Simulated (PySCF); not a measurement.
Computed IR spectrum (relative IR intensity) of a molecule C₂H₆O₂Si. Coordinates come from a PBE-D3(BJ)/def2-SVP optimisation. One conformer was computed; it need not be the lowest. The numbers are results of PySCF 2.14.0 with PBE-D3(BJ)/def2-SVP, not measurements. Frequencies are harmonic and unscaled.

Lines under 2 % of the strongest are left out, and lines within 2 cm⁻¹ are merged.

```tsv
ν (cm⁻¹)	relative intensity
97	5.2
104	49
260	9.1
577	4.9
673	33
676	20
743	95
796	24
813	32
836	28
880	5.5
950	70
989	68
1153	3.8
1204	2.9
2130	100
2915	31
2923	29
3031	23
3781	56
```

Question: Pick the molecule that these values belong to.
(A) C=C[SiH](O)O
(B) O[SiH]1COC1
(C) COC(=O)[SiH3]
(D) [SiH3]C1OCO1

Answer: B, O[SiH]1COC1
